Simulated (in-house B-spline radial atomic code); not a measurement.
Rb⁴⁺. Computed with a B-spline radial atomic code. Model: all-electron spherical atom, spin shells full or empty, radial basis limit, no spin-orbit coupling: exact exchange with a local potential (Slater, KLI or optimised effective potential, whose far tail is KLI's), no correlation.

Exchange potential has not reached -1/r at the last radius.

The run also made RPA and GW results, which its time includes.

The Slater potential averages the orbital exchange potentials with the orbital densities as weights, KLI adds orbital constants, and the optimised effective potential minimises the exact-exchange energy among local potentials. So their energies lie above Hartree-Fock in the order OEP, KLI, Slater. All fall off as −1/r, unlike LDA and GGA exchange.

Command:
```bash
python run_gw.py task.json out
```
Settings (lengths in bohr, energies in hartree):
```
Z                      37
electrons              33
configuration          [Ar] 3d10 4s2 4p3
hamiltonian            nr
method                 oep
lmax                   9
spin_polarised         True
box_radius             11.96
intervals              72
```

Run time, properties included: 9 s on 1 thread of Arm Neoverse N1, on a shared host.

Given: hamiltonian non-relativistic; mean-field start exchange-only OEP.

Computed: energy above Hartree-Fock 10.495 millihartree; virial ratio -E/T less 1 0.

```csv
radius (bohr),r times exchange potential up (hartree bohr),r times exchange potential down (hartree bohr)
0.00135,-0.040438,-0.040324
0.00167,-0.049976,-0.049835
0.00207,-0.061859,-0.061684
0.00257,?,?
0.00318,-0.094507,-0.094237
0.00394,-0.11651,-0.11618
0.00488,-0.14324,-0.14282
0.00604,-0.17537,-0.17486
0.00749,-0.21401,-0.21337
0.00927,-0.25889,-0.25809
0.0115,-0.31077,-0.30978
0.0142,-0.36678,-0.36555
0.0176,-0.42652,-0.42499
0.0218,-0.484,-0.4821
0.027,-0.53148,-0.52915
0.0335,-0.55727,-0.55441
0.0415,-0.54743,-0.54373
0.0514,-0.50875,-0.50322
0.0636,-0.51355,-0.50511
0.0788,-0.63105,-0.62085
0.0976,-0.78944,-0.77865
0.121,?,?
0.15,-0.9691,-0.95866
0.186,-0.9208,-0.915
0.23,-0.80063,-0.79755
0.285,-0.91474,-0.89126
0.353,-1.1975,-1.1606
0.437,-1.3782,-1.3386
0.541,-1.4264,-1.3887
0.67,-1.3053,-1.2866
0.83,-1.0256,-1.0329
1.03,-1.061,-0.78362
1.27,-1.3097,-0.86148
1.58,-1.4122,-0.97883
1.95,-1.3945,-1.006
2.42,-1.3082,-1.007
3,-1.2109,-1.003
```

(1) What belongs in the row 0.00257?

(2) What belongs in the row 0.121?

```json
{"occupied": "1s up", "level (hartree)": "-544.11", "Hartree-Fock level (hartree)": "-553.42"}
{"occupied": "1s down", "level (hartree)": "-544.02", "Hartree-Fock level (hartree)": "-553.4"}
{"occupied": "2s up", "level (hartree)": "-73.621", "Hartree-Fock level (hartree)": "-76.982"}
{"occupied": "2s down", "level (hartree)": "-73.559", "Hartree-Fock level (hartree)": "-76.966"}
{"occupied": "2p up", "level (hartree)": "-67.019", "Hartree-Fock level (hartree)": "-69.847"}
{"occupied": "2p down", "level (hartree)": "-66.944", "Hartree-Fock level (hartree)": "-69.817"}
{"occupied": "3s up", "level (hartree)": "-12.846", "Hartree-Fock level (hartree)": "-14.049"}
{"occupied": "3s down", "level (hartree)": "-12.774", "Hartree-Fock level (hartree)": "-14.005"}
{"occupied": "3p up", "level (hartree)": "-10.45", "Hartree-Fock level (hartree)": "-11.405"}
{"occupied": "3p down", "level (hartree)": "?", "Hartree-Fock level (hartree)": "?"}
{"occupied": "3d up", "level (hartree)": "?", "Hartree-Fock level (hartree)": "?"}
{"occupied": "3d down", "level (hartree)": "-6.0634", "Hartree-Fock level (hartree)": "-6.6102"}
{"occupied": "4s up", "level (hartree)": "-3.1426", "Hartree-Fock level (hartree)": "-3.3236"}
{"occupied": "4s down", "level (hartree)": "-2.8975", "Hartree-Fock level (hartree)": "-2.897"}
{"occupied": "4p up", "level (hartree)": "-2.534", "Hartree-Fock level (hartree)": "-2.5343"}
```

(3) What belongs in the row 3p down?

(4) What belongs in the row 3d up?

```json
{"empty": "4p down", "level (hartree)": "-2.2968"}
{"empty": "4d up", "level (hartree)": "-1.6172"}
{"empty": "4d down", "level (hartree)": "-1.4267"}
{"empty": "5s up", "level (hartree)": "?"}
{"empty": "5s down", "level (hartree)": "-1.2611"}
{"empty": "5p up", "level (hartree)": "-1.1497"}
{"empty": "5p down", "level (hartree)": "-1.0739"}
```

(5) What belongs in the row 5s up?

## Answers

(1) r times exchange potential up (hartree bohr): -0.076632; r times exchange potential down (hartree bohr): -0.076414.

(2) r times exchange potential up (hartree bohr): -0.91252; r times exchange potential down (hartree bohr): -0.90126.

(3) level (hartree): -10.376; Hartree-Fock level (hartree): -11.344.

(4) level (hartree): -6.1394; Hartree-Fock level (hartree): -6.6411.

(5) level (hartree): -1.3499.

The highest level, 4p up, differs from Hartree-Fock by +0.007 eV and the deepest, 1s up, by +253 eV: a local potential can match the highest level but can't give each shell its own exchange.
